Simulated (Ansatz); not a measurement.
The cluster Al₄Sb₄⁺. Total charge 1; doublet. Geometry r2SCAN-D4/def2-SVP, that of the neutral singlet; atoms count from 1.

```xyz
8

Al   -2.008    1.256   -0.049
Al    2.681    0.456   -1.268
Al   -1.778   -0.525    1.818
Al    0.000   -0.742   -0.795
Sb    0.417    2.057   -1.063
Sb   -2.401   -1.616   -0.545
Sb    0.872    0.718    1.539
Sb    2.217   -1.604    0.362
```

In the def2 sets Sb takes a core potential; there is no spin–orbit coupling. The charge 1 doublet is spin-contaminated (final ⟨S²⟩ up to 1.10, 0.75 for a pure state). The structure comes from a short search, and lower isomers may exist.

Question: Estimate the Mulliken populations from the PBE0/def2-SVP orbitals of Ansatz.

Answer: 
| atom | charge (e) | spin (α − β) |
| --- | --- | --- |
| Al1 | 0.24 | -0.14 |
| Al2 | 0.46 | 0.40 |
| Al3 | 0.36 | 0.54 |
| Al4 | -0.13 | 0.11 |
| Sb5 | -0.03 | 0.01 |
| Sb6 | 0.04 | -0.13 |
| Sb7 | -0.04 | -0.02 |
| Sb8 | 0.09 | 0.24 |
Mulliken values and Mayer orders depend strongly on the basis.

Question: Where does the spin sit?

Answer: Summed by element: Al 0.90, Sb 0.10, of 1 unpaired in all. Largest on single atoms: Al3 0.54, Al2 0.40, Sb8 0.24.

Question: And the Mayer bond orders between bonded heavy atoms (over 0.3)?

Answer: Al1–Al3 0.47 (2.59 Å); Al1–Sb5 0.61 (2.75 Å); Al1–Sb6 0.55 (2.94 Å); Al2–Sb5 0.53 (2.78 Å); Al2–Sb8 0.85 (2.67 Å); Al3–Sb6 0.93 (2.68 Å); Al3–Sb7 0.48 (2.94 Å); Al4–Sb5 0.65 (2.84 Å); Al4–Sb6 0.96 (2.57 Å); Al4–Sb7 0.43 (2.89 Å); Al4–Sb8 0.83 (2.65 Å); Sb5–Sb7 0.75 (2.96 Å); Sb7–Sb8 0.77 (2.93 Å).
